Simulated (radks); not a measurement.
Q: These are the eigenvalues of the occupied orbitals of an atom or ion with whole-number occupations (hartree). Method: scalar-relativistic Kohn-Sham, LB94 model potential, spin-polarised, spherical densities, finite nucleus; Fermi nuclear charge, rms radius of each element as measured or else 0.836 A^(1/3) + 0.57 fm; computed with a radial shooting solver on a logarithmic mesh with Libxc functionals.

1s: -1134.098
2s: -272.3254

Which element is it, and in what charge state? The configuration may be excited. Open shells, if any, are filled with parallel spins first.

A: Z = 48, cadmium, charge +44: Cd44+ in [He] 2s2. The 1s level, -1134.1 hartree, gives Z - s = 47.6 by -(Z - s)^2/2, which with screening and relativity narrows Z to a few neighbours, and with so few levels the electron count can be read from the list.
